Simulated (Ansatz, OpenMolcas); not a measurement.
**The same job for Ansatz**

This OpenMolcas 26.06 job computes doublet SiH3Br+:

mol.inp:
```
&GATEWAY
 BasLib=$CurrDir
 Coord
 5
 angstrom
 Si      -0.147420       0.056100      -0.043220
 Br       1.853020      -0.705130       0.543250
 H       -1.064550      -0.105170       1.107850
 H       -0.625550      -0.731350      -1.202270
 H       -0.015510       1.485560      -0.405610
 Basis=def2-TZVP
 Group=NoSym

&SEWARD
 GridInput
 Grid=UltraFine
 End of Grid

&SCF
 UHF
 Charge=1
 Spin=2
 KSDFT=revPBE
 Thresholds=1e-10 1e-07 1e-07 1e-05
 PrOrbitals=1 1
```

```bash
$ export MOLCAS_MEM=1860
$ pymolcas mol.inp > mol.log
```

(Basis files named in the input come from the Basis Set Exchange and aren't shown.)

The shape is that of a PBE0-D4/def2-TZVP optimisation. That shape belongs to the parent species and isn't relaxed for this state.

It gives a total energy of -2864.823071 Eh.

Translate the job to Ansatz 0.2.0 as an input file of the program's own.

One way, which was run:

in.yaml:
```yaml
basis:
  gaussian: {orbitals: def2-TZVP}
crystal:
  periodic: [false, false, false]
  atoms:
    - {symbol: Si, position_ang: [-0.147420, 0.056100, -0.043220]}
    - {symbol: Br, position_ang: [1.853020, -0.705130, 0.543250]}
    - {symbol: H, position_ang: [-1.064550, -0.105170, 1.107850]}
    - {symbol: H, position_ang: [-0.625550, -0.731350, -1.202270]}
    - {symbol: H, position_ang: [-0.015510, 1.485560, -0.405610]}
total_charge: 1
magnetization: {spin_polarized: true, initial_magnetization: 1}
hamiltonian: {xc: {name: revPBE}}
accuracy: high
output: {orbitals: {seedname: orbitals}}
```

```bash
$ ansatz run in.yaml --threads 1 --pin off --max-ram 3480MiB --events-out events.jsonl --progress --plain --runs-dir runs
```

Its energy is -2864.823212 Eh, 0.141 mEh from the first; the programs' integration grids differ.
